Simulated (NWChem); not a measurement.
System: CdSiH3OI; SMILES [SiH3][O][Cd][I]

```xyz
7

Cd     0.2067     0.5087     0.0009
I     -0.0971    -2.0621    -0.0003
O      0.5643     2.4616    -0.0031
Si    -0.4883     3.7585    -0.0002
H     -1.4020     3.7611    -1.2053
H      0.3242     5.0254    -0.0171
H     -1.3758     3.7767     1.2241
```
Atoms are numbered in this order, from 1.

All runs: NWChem. The geometry was optimised at PBE-D3(BJ)/def2-SVP (def2 core potentials past Kr). Not confirmed as a minimum by frequencies.

Problem. Predict the results for B3LYP/STO-3G, non-relativistic. Quantities: highest occupied level (eV); orbital gap (eV); dipole (D).

Solution. The highest occupied level (eV) is -3.47, the orbital gap (eV) is 6.18 and the dipole (D) is 1.79.
